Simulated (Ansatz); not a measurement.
CH8O3Si2 (`C[SiH](O)[SiH](O)O`), relaxed with RKS PBE0-D4/def2-TZVP in Ansatz from a GFN2-xTB geometry. The force threshold is 0.005 eV/Å; the program also tests the step.

Total charge 0; spin multiplicity 1.

Start:

```xyz
14

C    -0.422    2.095    0.350
Si    0.272    0.576   -0.566
O     1.913    0.558   -0.457
Si   -0.256   -1.422    0.399
O    -1.842   -1.626    0.109
O     0.469   -2.699   -0.329
H    -0.124    2.098    1.395
H    -1.506    2.109    0.322
H    -0.073    3.025   -0.091
H    -0.065    0.786   -1.992
H     2.435    1.326   -0.677
H    -0.012   -1.593    1.844
H    -2.206   -2.507    0.093
H     1.417   -2.726   -0.401
```

```tsv
step	energy (eV)	largest force (eV/Å)	largest move (Å)
1	-23057.1750	1.616	0.000
2	-23057.2911	0.530	0.146
3	-23057.3186	0.239	0.075
4	-23057.3227	0.202	0.125
5	-23057.3334	0.112	0.082
6	-23057.3352	0.094	0.021
7	-23057.3372	0.060	0.102
8	-23057.3380	0.127	0.032
9	-23057.3388	0.076	0.017
10	-23057.3402	0.172	0.062
11	-23057.3417	0.241	0.050
13	-23057.3461	0.335	0.057
15	-23057.3645	0.053	0.112
17	-23057.3762	0.287	0.086
19	-23057.3889	0.121	0.161
21	-23057.3958	0.161	0.076
23	-23057.4014	0.065	0.069
25	-23057.4032	0.058	0.018
27	-23057.4037	0.037	0.024
29	-23057.4039	0.010	0.006
31	-23057.4039	0.003	0.001
```

End:

```xyz
14

C    -0.046    2.099    0.578
Si    0.032    0.642   -0.588
O     1.601    0.284   -1.029
Si   -0.558   -1.400    0.408
O    -1.458   -2.227   -0.697
O     0.862   -2.143    0.795
H     0.530    1.910    1.487
H    -1.083    2.292    0.869
H     0.341    3.008    0.109
H    -0.771    0.972   -1.803
H     2.062    0.897   -1.602
H    -1.304   -1.333    1.695
H    -1.805   -3.083   -0.438
H     1.597   -1.918    0.218
```

It took 76 s on 2 threads of an AMD EPYC 7R13 on a shared host and a share of an NVIDIA H100 80 GB, with 0.93 GiB of host memory at the peak.
